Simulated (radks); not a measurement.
Values are calculated unless marked as measured or tabulated.
The ruthenium ion Ru2+, 42 electrons, occupied as [Kr] 4d6. Code: a radial shooting solver on a logarithmic mesh with Libxc functionals. Model: scalar-relativistic Kohn-Sham, Slater X-alpha with alpha = 0.973, spin-polarised, spherical densities, finite nucleus; open shells are filled with parallel spins first (spin-orbit coupling, left out, can overturn this in heavy ions); Fermi nuclear charge, rms radius 4.4809 fm.

Radial electron density D(r) = 4 pi r^2 rho(r):

```
   r/bohr * D(r) (the largest magnitude, 70.4, reaches the edge; | marks zero)
 0.003799 |       *
 0.004352 |        *
 0.004947 |          *
 0.005667 |             *
 0.006441 |               *
  0.00738 |                  *
 0.008455 |                      *
 0.009609 |                         *
  0.01101 |                             *
  0.01261 |                                 *
  0.01434 |                                    *
  0.01642 |                                       *
  0.01882 |                                         *
  0.02139 |                                           *
   0.0245 |                                           *
  0.02807 |                                          *
   0.0319 |                                        *
  0.03655 |                                       *
  0.04188 |                                     *
   0.0476 |                                     *
  0.05453 |                                      *
  0.06247 |                                         *
    0.071 |                                             *
  0.08135 |                                                  *
  0.09246 |                                                     *
   0.1059 |                                                      *
   0.1214 |                                                    *
   0.1379 |                                               *
    0.158 |                                         *
    0.181 |                                    *
   0.2058 |                                   *
   0.2357 |                                     *
   0.2701 |                                        *
    0.307 |                                          *
   0.3517 |                                         *
   0.4029 |                                   *
   0.4579 |                           *
   0.5247 |                  *
   0.6011 |            *
   0.6832 |          *
   0.7827 |          *
   0.8967 |           *
    1.019 |          *
    1.168 |         *
    1.327 |       *
     1.52 |     *
    1.742 |  *
     1.98 | *
    2.268 |*
    2.599 |*
    2.953 *
    3.384 *
    3.877 *
    4.406 *
    5.048 *
```

D(r) has 4 maxima, at r = 0.0235, 0.103, 0.314, 0.941 bohr, and minima at 0.0465, 0.204, 0.734 bohr, inside which lie 2.01, 11.13, 29.12 electrons.
